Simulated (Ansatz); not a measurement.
CH4F2MoO2S, SMILES `C[O][Mo]([OH])([F])([F])=[S]`. Charge 0, multiplicity 1. Mo takes the def2 core potential.

```xyz
11

C    -0.5521    1.3870    1.0682
O     0.2057    0.2850    0.6549
Mo    0.2470   -0.7395   -0.8846
O     1.5635   -1.8042   -0.1097
F    -0.1226    0.8916   -1.7294
F     0.9964   -1.1654   -2.5231
S    -1.5803   -1.7347   -0.7880
H    -0.6413    2.1009    0.2434
H    -1.5531    1.0532    1.3633
H    -0.0542    1.8633    1.9149
H     1.4910   -2.1372    0.7901
```

(1) List the harmonic frequencies (cm⁻¹, unscaled) at PBE0-D4/def2-TZVP in Ansatz. (Best estimate.)

(2) Is this a minimum?

(3) Give the ideal-gas thermochemistry at 298.15 K and 1 bar (rigid rotor, harmonic oscillator; point group C1, symmetry number 1).

(4) And at 400, 500, 600, 800 and 1000 K?

(5) Rotational constants (cm⁻¹)?

## Answers

(1) Computed: 41, 100, 108, 143, 176, 216, 230, 262, 283, 301, 375, 540, 576, 604, 646, 691, 734, 1128, 1157, 1178, 1455, 1477, 1481, 3022, 3099, 3128, 3870.

(2) Yes, all 27 modes are real.

(3) Zero-point energy 161.6 kJ/mol; H(298) − E = 190.5 kJ/mol; entropy 419.5 J/(mol·K), of which translation 175.8, rotation 121.3, vibration 122.4; G(298) − E = 65.5 kJ/mol. Modes under 100 cm⁻¹ are hindered rotations or soft bends, so the harmonic entropy is rough.

(4) 
| T (K) | H − E (kJ/mol) | S (J/mol/K) | G − E (kJ/mol) |
| --- | --- | --- | --- |
| 400 | 206.3 | 464.8 | 20.4 |
| 500 | 223.4 | 502.9 | -28.1 |
| 600 | 241.7 | 536.2 | -80.1 |
| 800 | 280.9 | 592.6 | -193.1 |
| 1000 | 322.8 | 639.3 | -316.5 |

(5) 0.06152, 0.04643, 0.04214.
